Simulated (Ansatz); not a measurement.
The cluster Nb4⁻, relaxed as a doublet with UKS PBE0-D4/def2-SVPD in Ansatz, starting from the GFN2-xTB geometry. Force threshold 0.02 eV/Å.

In the def2 sets Nb takes a core potential; there is no spin–orbit coupling. The charge -1 doublet is spin-contaminated (final ⟨S²⟩ up to 1.04, 0.75 for a pure state). Another isomer (doublet) lies 0.15 eV lower at PBE0-D4/def2-TZVPD; other spin states weren't run for this one.

Start:

```xyz
4

Nb    0.4320    0.9153    1.0905
Nb   -0.4321   -0.9153   -1.0904
Nb   -1.3146   -0.1806    0.6725
Nb    1.3147    0.1806   -0.6725
```

| step | energy (eV) | largest force component (eV/Å) | SCF passes |
| --- | --- | --- | --- |
| 1 | -6190.0695 | 7.087 | 166 |
| 2 | -6192.4610 | 5.227 | 286 |
| 3 | -6193.9560 | 3.812 | 130 |
| 4 | -6194.8373 | 1.482 | 88 |
| 5 | -6194.9266 | 0.326 | 96 |
| 6 | -6194.9308 | 0.053 | 59 |
| 7 | -6194.9310 | 0.053 | 54 |
| 8 | -6194.9320 | 0.061 | 52 |
| 9 (rejected) | -6194.6123 | 3.363 | 74 |
| 10 | -6194.9324 | 0.013 | 50 |

Force components are those of the run's own axes.

End:

```xyz
4

Nb    0.542    1.176    1.410
Nb   -0.542   -1.176   -1.410
Nb   -1.144   -0.145    0.604
Nb    1.144    0.145   -0.604
```

By distances, no bond broke or formed, bridged metal pairs apart. The bond that changes most is Nb1–Nb2, from 2.98 to 3.83 Å (atoms count from 1). Metal–metal contacts that move far: Nb1–Nb2 2.98 to 3.83 Å.

No frequencies were taken in this run, so the end may be a saddle point.

It took 2.5 min on 4 threads of Intel Xeon Platinum 8259CL on a shared host, peak host memory 0.57 GiB.
